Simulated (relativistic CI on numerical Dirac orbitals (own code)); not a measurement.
## Electric-dipole transitions in Sb22+

Calculated at this level of theory: Dirac-Coulomb-Breit CI, KLI orbitals optimised for each configuration, QED by a radiative potential, unscaled Slater integrals (own radial code, finite nucleus).

Configurations in the expansion (outside the closed core [Ar]): 3d¹⁰4s, 3d¹⁰4p, 3d¹⁰4d, 3d¹⁰4f, 3d¹⁰5s, 3d¹⁰5p, 3d¹⁰5d, 3d¹⁰5f, 3d¹⁰5g, 3d¹⁰6s, 3d⁹4p², 3d¹⁰6p, 3d¹⁰6d, 3d⁹4s², 3d⁸4s4p², 3d¹⁰6f. Levels of other configurations are missing.

| λ vac (Å) | Lower | Upper | A (s⁻¹) | E lower (eV) | E upper (eV) |
| --- | --- | --- | --- | --- | --- |
| 48.816 | 3d¹⁰4d ²D3/2 [4] | 3d¹⁰5f ²F°5/2 [13] | 4.69e+11 | 136.389 | 390.373 |
| 49.265 | 3d¹⁰4d ²D5/2 [5] | 3d¹⁰5f ²F°7/2 [14] | 5.14e+11 | 138.898 | 390.567 |
| 67.536 | 3d¹⁰4f ²F°5/2 [6] | 3d¹⁰5g ²G7/2 [15] | 1.31e+12 | 219.438 | 403.022 |
| 67.609 | 3d¹⁰4f ²F°7/2 [7] | 3d¹⁰5g ²G9/2 [16] | 1.36e+12 | 219.712 | 403.095 |
| 138.62 | 3d¹⁰4p ²P°1/2 [2] | 3d¹⁰4d ²D3/2 [4] | 1.26e+11 | 46.945 | 136.389 |
| 149.29 | 3d¹⁰4d ²D3/2 [4] | 3d¹⁰4f ²F°5/2 [6] | 1.12e+11 | 136.389 | 219.438 |
| 153.42 | 3d¹⁰4d ²D5/2 [5] | 3d¹⁰4f ²F°7/2 [7] | 1.10e+11 | 138.898 | 219.712 |
| 157.19 | 3d¹⁰4p ²P°3/2 [3] | 3d¹⁰4d ²D5/2 [5] | 1.06e+11 | 60.024 | 138.898 |
| 206.56 | 3d¹⁰4s ²S1/2 [1] | 3d¹⁰4p ²P°3/2 [3] | 3.73e+10 | 0.000 | 60.024 |
| 304.58 | 3d¹⁰5p ²P°1/2 [9] | 3d¹⁰5d ²D3/2 [11] | 3.55e+10 | 313.446 | 354.153 |
| 342.30 | 3d¹⁰5d ²D3/2 [11] | 3d¹⁰5f ²F°5/2 [13] | 3.16e+10 | 354.153 | 390.373 |
| 343.90 | 3d¹⁰5p ²P°3/2 [10] | 3d¹⁰5d ²D5/2 [12] | 3.04e+10 | 319.265 | 355.318 |
| 351.74 | 3d¹⁰5d ²D5/2 [12] | 3d¹⁰5f ²F°7/2 [14] | 3.13e+10 | 355.318 | 390.567 |
| 451.52 | 3d¹⁰5s ²S1/2 [8] | 3d¹⁰5p ²P°3/2 [10] | 1.04e+10 | 291.806 | 319.265 |
| 563.39 | 3d¹⁰6p ²P°1/2 [18] | 3d¹⁰6d ²D3/2 [20] | 1.30e+10 | 442.210 | 464.217 |
| 634.71 | 3d¹⁰6p ²P°3/2 [19] | 3d¹⁰6d ²D5/2 [21] | 1.12e+10 | 445.327 | 464.861 |
| 638.35 | 3d¹⁰6d ²D3/2 [20] | 3d¹⁰6f ²F°5/2 [24] | 1.17e+10 | 464.217 | 483.639 |
| 655.80 | 3d¹⁰6d ²D5/2 [21] | 3d¹⁰6f ²F°7/2 [25] | 1.17e+10 | 464.861 | 483.767 |
| 836.86 | 3d¹⁰6s ²S1/2 [17] | 3d¹⁰6p ²P°3/2 [19] | 3.80e+09 | 430.512 | 445.327 |
| 989.62 | 3d¹⁰5f ²F°7/2 [14] | 3d¹⁰5g ²G9/2 [16] | 9.54e+08 | 390.567 | 403.095 |

Terms are leading LS components. Brackets give the number of a level in order of energy, since labels repeat. The list gives strong lines, with weight on those to low levels, without lines whose two gauges differ by over a factor of 2.5, among the lowest 53 of 264 levels, so that lines to higher ones, which can be the strongest, are missing. Levels whose partners in the same complex of configurations lie outside the list can be far off, and so can their lines. Rates are taken at the computed energies, electric ones in the length gauge.

At this charge energies of transitions that change n are usually good to better than 1 %, and those within a shell (Δn = 0) to a few per cent.

LS names give the leading component of a level, which can be under half, so a name can repeat, a term be missing and a line seem to break the LS rules.
